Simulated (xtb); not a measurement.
La(OH)3 (H3LaO3), SMILES [OH][La]([OH])[OH]. All values are semi-empirical tight-binding results from xtb (GFN2-xTB unless named), good for trends rather than for accurate numbers. Coordinates come from a GFN2-xTB optimisation. One conformer was computed; it need not be the lowest.

For metal compounds this method's bond lengths and energies can be far off.

```json
{
  "point_group_as_xtb_finds_it": "C3",
  "orbital_gap": "2.33 eV",
  "zero_point_energy": "20.1 kcal/mol",
  "G − E(el) at 298.15 K (modified RRHO)": "-0.6 kcal/mol"
}
```
